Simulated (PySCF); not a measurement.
**Working out the ionisation energy of Co(2+)**

Co(2+) [Ar] 3d7 (4F) → Co(3+) [Ar] 3d6 (5D). Computed with PySCF 2.14 in jorge-DZP-DKH (8s6p2d1f, 43 functions), with the spin-free X2C one-electron Hamiltonian (Gaussian nucleus). Frozen: [Ar]. Energies in hartree (1 hartree = 27.21139 eV):

| part | Co(2+) (lower) | Co(3+) (upper) |
| --- | --- | --- |
| UHF | -1390.853997 | -1389.697819 |
| MP2 opposite-spin | -0.062837 | -0.025952 |
| MP2 same-spin | -0.048365 | -0.036718 |

Q: What does Hartree-Fock give?

A: (-1389.697819) − (-1390.853997) = 1.156178 hartree = 31.461 eV.

Q: What do MP2 and SCS-MP2 (6/5 opposite-spin, 1/3 same-spin) give?

A: The opposite-spin parts differ by 1.004 eV and the same-spin parts by 0.317 eV. MP2: 31.461 + (1.004) + (0.317) = 32.782 eV. SCS-MP2: 31.461 + 1.2 × (1.004) + (0.317)/3 = 32.771 eV.

Reference: 33.5 ± 0.06 eV (semi-empirical (NIST evaluation); NIST Atomic Spectra Database, ionization energies), between the lowest levels; spin-orbit coupling is absent from the calculation.

A double-zeta basis recovers only part of the correlation energy.

What remains against the reference includes basis incompleteness, the frozen core and correlation beyond second order.
